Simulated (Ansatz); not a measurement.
Input file for Ansatz (an electronic-structure program): R-CAM-B3LYP/def2-TZVPPD on HBr (SMILES Br). Files ending in .json are basis or fitting sets from the Basis Set Exchange.

Ansatz 0.2 input:
```yaml
crystal:
  periodic: [false, false, false]
  atoms:
    - {symbol: Br, position_ang: [0.09075768, -0.30172074, 4.00347226]}
    - {symbol: H, position_ang: [0.09632103, -0.31866675, 2.57787019]}
basis:
  gaussian:
    orbitals: def2-TZVPPD.json
hamiltonian:
  xc: {name: CAM-B3LYP}
scf: {lower_state_search: off}
```

Give the final energy of this run.

-2574.8849 hartree.
